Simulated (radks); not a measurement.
Results of a calculation; reference values are marked as such.
Au68+, configuration [Ne] 3s1. Code: a radial shooting solver on a logarithmic mesh with Libxc functionals. Model: Dirac Kohn-Sham, PBE, spin-unpolarised, spherical densities, finite nucleus; Fermi nuclear charge, rms radius 5.4371 fm. Some entries of the table are withheld. Estimate them.

| orbital | occ. | eigenvalue (hartree) | <1/r> (bohr^-1) | <r^2> (bohr^2) |
|---|---|---|---|---|
| 1s1/2 | 2 | -3192.052 | 95.74 | 0.0003927 |
| 2s1/2 | 2 | -738.6358 | (1) | 0.005754 |
| 2p1/2 | 2 | -720.7567 | 23.80 | 0.004053 |
| 2p3/2 | 4 | -651.0063 | 19.44 | 0.005160 |
| 3s1/2 | 1 | -305.3218 | 9.690 | 0.03203 |
| 3p1/2 | 0 | -299.1118 | 9.613 | (2) |
| 3p3/2 | 0 | -279.9420 | 8.405 | (3) |
| 4s1/2 | 0 | (4) | 5.170 | (5) |

Answer. 
(1) 2s1/2 <1/r> (bohr^-1): 23.90
(2) 3p1/2 <r^2> (bohr^2): 0.02844
(3) 3p3/2 <r^2> (bohr^2): 0.03278
(4) 4s1/2 eigenvalue (hartree): -165.0198
(5) 4s1/2 <r^2> (bohr^2): 0.1077
